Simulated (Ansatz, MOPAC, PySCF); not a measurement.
Complex: CH4O (SMILES CO) (first 6 atoms) with CH4S (SMILES CS); geometry from B3LYP-D3(BJ)/def2-TZVP, rigid monomers moved along the line of their centres of mass till O2···H12 is 2.09 Å.
(charge 0, multiplicity 1):
```json
[
 {"atom": "C", "x (Å)": "-0.2896", "y (Å)": "-0.5451", "z (Å)": "0.0904"},
 {"atom": "O", "x (Å)": "-0.1998", "y (Å)": "0.7684", "z (Å)": "0.6352"},
 {"atom": "H", "x (Å)": "-1.2677", "y (Å)": "-0.7301", "z (Å)": "-0.3651"},
 {"atom": "H", "x (Å)": "-0.1510", "y (Å)": "-1.2349", "z (Å)": "0.9213"},
 {"atom": "H", "x (Å)": "0.4924", "y (Å)": "-0.7335", "z (Å)": "-0.6519"},
 {"atom": "H", "x (Å)": "-0.2780", "y (Å)": "1.4103", "z (Å)": "-0.0770"},
 {"atom": "C", "x (Å)": "-1.2401", "y (Å)": "0.0580", "z (Å)": "3.6937"},
 {"atom": "S", "x (Å)": "0.5418", "y (Å)": "-0.3013", "z (Å)": "3.5574"},
 {"atom": "H", "x (Å)": "-1.7570", "y (Å)": "-0.1941", "z (Å)": "2.7707"},
 {"atom": "H", "x (Å)": "-1.6240", "y (Å)": "-0.5629", "z (Å)": "4.5014"},
 {"atom": "H", "x (Å)": "-1.4111", "y (Å)": "1.1042", "z (Å)": "3.9384"},
 {"atom": "H", "x (Å)": "0.7544", "y (Å)": "0.4544", "z (Å)": "2.4667"}
]
```

Interaction energies are E(AB) − E(A) − E(B) at the monomers' geometry in the complex; basis-set methods are counterpoise corrected. Rows marked so take none.

Frozen-core correlation. Rows in 3-21G, 6-31G*, STO-3G carry no dispersion term and start afresh at each structure (6-31G* with six Cartesian d functions). MP2/6-31G* freezes PySCF's default core. The state reached by PM3 isn't checked.

Programs: Ansatz (a quantum-chemistry and plane-wave program); MOPAC for PM3 (differences of heats of formation); PySCF for 3-21G rows, 6-31G* rows, STO-3G rows, the dispersion terms. Values without a source in brackets are computed.

Other levels give for the interaction energy: PBE/def2-TZVPPD -1.20; B3LYP/def2-TZVPPD 0.01; B3LYP-D3(BJ)/def2-TZVPPD -2.62; wB97M-V/def2-TZVPPD -2.58; CCSD(T)/aug-cc-pV(D+d)Z -1.81 kcal/mol.

Common cheap choices:

| level | interaction energy (kcal/mol) |
|---|---|
| PM3 | 2.13 |
| HF/STO-3G (no counterpoise) | 0.28 |
| HF/6-31G* (no counterpoise) | 0.05 |
| B3LYP/3-21G (no counterpoise) | -7.13 |
| B3LYP/6-31G* | -0.54 |
| B3LYP/6-31G* (no counterpoise) | -2.23 |
| M06-2X/6-31G* (no counterpoise) | -4.92 |
| MP2/6-31G* | -0.93 |
